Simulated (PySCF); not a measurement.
**Computed vibrations of [OsO2(OH)2]2+**

[OsO2(OH)2]2+ (singlet). PySCF 2.14.0, RKS PBE, Os def2-SVP with ECP60, O def2-SVP, H def2-SVP; non-relativistic Hamiltonian with scalar-relativistic core potentials where named; density fitting; no spin-orbit coupling. Central differences of gradients.

```xyz
7

Os    0.0000    0.0000    0.0114
O     0.9363    0.9660    1.0165
O    -0.9363   -0.9660    1.0165
O     1.1107   -0.9647   -1.0065
H     1.3787   -1.9127   -1.2475
O    -1.1107    0.9647   -1.0065
H    -1.3787    1.9127   -1.2475
```

Run from Python with OMP_NUM_THREADS=2. Where DIIS fails, smearing, a level shift and second-order steps follow.
It took 76 s on 2 threads of Arm Neoverse V1, with other jobs on the host.

(1) What are the harmonic wavenumbers and infrared intensities?

(2) Is this a minimum?

Results:

(1) Modes are labelled in C2; negative numbers are unstable modes, those under 60 cm⁻¹ near the noise; a finer grid moves soft modes by up to 10 cm⁻¹.
```tsv
cm⁻¹	km/mol	symmetry
116	106.7	a
212	297.2	b
233	34.2	a
245	1.7	b
286	1.8	a
291	2.2	b
380	58.4	a
476	231.5	a
500	161.4	b
830	0.4	a
858	14.3	b
1009	15.9	b
1022	6.9	a
3249	2215.7	b
3278	414.0	a
```

(2) Yes. Ideal gas at 298.15 K and 1 bar: S = 343.9 J/(mol K), Cp = 103.0 J/(mol K), H − H(0 K) = 20.7 kJ/mol (rigid rotor, harmonic modes, spin degeneracy alone).
